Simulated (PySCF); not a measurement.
# KF from Hartree–Fock to correlated methods

State: ¹Σ⁺ (singlet), closed shell. Set-up: basis K x2c-SVPall, F x2c-SVPall; spin-free X2C with a Gaussian nucleus; PySCF 2.14. De refers to K + F in their high-spin ground configurations, without counterpoise correction. A positive dipole means K(−)F(+).

```json
{"Level": "RHF", "Re (Å)": "2.174", "ωe (cm⁻¹)": "481", "De (eV)": "2.75", "μ (D)": "-8.69"}
{"Level": "RHF-MP2", "Re (Å)": "2.165", "ωe (cm⁻¹)": "486", "De (eV)": "4.40", "μ (D)": "n/a"}
{"Level": "RHF-SCS-MP2", "Re (Å)": "2.168", "ωe (cm⁻¹)": "485", "De (eV)": "4.27", "μ (D)": "n/a"}
{"Level": "RHF-CCSD", "Re (Å)": "2.167", "ωe (cm⁻¹)": "485", "De (eV)": "4.11", "μ (D)": "n/a"}
{"Level": "RHF-CCSD(T)", "Re (Å)": "2.167", "ωe (cm⁻¹)": "485", "De (eV)": "4.14", "μ (D)": "n/a"}
{"Level": "PBE", "Re (Å)": "2.148", "ωe (cm⁻¹)": "476", "De (eV)": "4.74", "μ (D)": "-7.20"}
{"Level": "PW91", "Re (Å)": "2.144", "ωe (cm⁻¹)": "479", "De (eV)": "4.82", "μ (D)": "-7.15"}
{"Level": "r²SCAN", "Re (Å)": "2.151", "ωe (cm⁻¹)": "482", "De (eV)": "4.61", "μ (D)": "-7.75"}
{"Level": "PBE0", "Re (Å)": "2.138", "ωe (cm⁻¹)": "493", "De (eV)": "4.43", "μ (D)": "-7.76"}
{"Level": "r²SCAN0", "Re (Å)": "2.143", "ωe (cm⁻¹)": "494", "De (eV)": "4.36", "μ (D)": "-8.03"}
{"Level": "MN15", "Re (Å)": "2.130", "ωe (cm⁻¹)": "497", "De (eV)": "4.56", "μ (D)": "-7.89"}
{"Level": "ωB97X", "Re (Å)": "2.142", "ωe (cm⁻¹)": "498", "De (eV)": "4.82", "μ (D)": "-7.97"}
```

(1) Which functional lies closest to RHF-CCSD(T) in De, which farthest, and by how much do they differ from it?

(2) What does second-order correlation do here, going from RHF to RHF-MP2?

(3) What does the triples do here, going from RHF-CCSD to RHF-CCSD(T)?

Correlated steps freeze 6 core orbitals. Correlated levels converge slowly with the basis: in double zeta they bind strong bonds too weakly, by up to about 1 eV, and carry superposition errors of some tenths. Where the molecule has an RHF reference, its open-shell atoms are computed with UHF.

Results:

(1) Closest is r²SCAN0 (-2.4 pm in Re, +1.9 % in ωe, +0.22 eV in De against RHF-CCSD(T) in the same basis), farthest PW91 (-2.3 pm in Re, -1.2 % in ωe, +0.68 eV in De). CCSD(T) converges more slowly with the basis than the functionals do and binds too weakly in this one, so the order can change at the basis-set limit.

(2) RHF-MP2 less RHF: -0.9 pm in Re, +1.0 % in ωe, +1.65 eV in De. Correlation nearly always deepens the well. The bond shortens, as in weak, metallic or heavy-atom bonds, where dispersion and the correlation of outer-core electrons pull the atoms together.

(3) RHF-CCSD(T) less RHF-CCSD: +0.0 pm in Re, +0.0 % in ωe, +0.03 eV in De. Correlation nearly always deepens the well. The bond length hardly moves.
